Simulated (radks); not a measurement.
The numbers below are computed, except where a source is named.
Isoelectronic series with 19 electrons, each ion in its NIST ground configuration. Code: a radial shooting solver on a logarithmic mesh with Libxc functionals. Model: scalar-relativistic Kohn-Sham, PBE, spin-polarised, spherical densities, finite nucleus; open shells are filled with parallel spins first (spin-orbit coupling, left out, can overturn this in heavy ions); Fermi nuclear charge, rms radius of each element as measured or else 0.836 A^(1/3) + 0.57 fm. Total energies (hartree) and mean radii <r> (bohr) (* marks an orbital that is empty in some or all of the ions):

| ion | configuration | E (hartree) | 4s up* | 3p down | 3p up | 3s down |
|---|---|---|---|---|---|---|
| K | [Ar] 4s1 | -602.09154 | 4.928 | 1.432 | 1.438 | 1.268 |
| Cr5+ | [Ar] 3d1 | -1044.27446 | 2.057 | 0.8956 | 0.8937 | 0.8617 |
| Cu10+ | [Ar] 3d1 | -1616.34260 | 1.386 | 0.6506 | 0.6492 | 0.6466 |
| Se15+ | [Ar] 3d1 | -2319.81283 | 1.056 | 0.5121 | 0.5111 | 0.5168 |
| Ru25+ | [Ar] 3d1 | -4131.71344 | 0.7182 | 0.3591 | 0.3586 | 0.3672 |
| In30+ | [Ar] 3d1 | -5247.12950 | 0.6185 | 0.3121 | 0.3117 | 0.3199 |
| Xe35+ | [Ar] 3d1 | -6508.00353 | 0.5423 | 0.2757 | 0.2754 | 0.2827 |
| Pr40+ | [Ar] 3d1 | -7919.7130 | 0.4819 | 0.2466 | 0.2464 | 0.2526 |
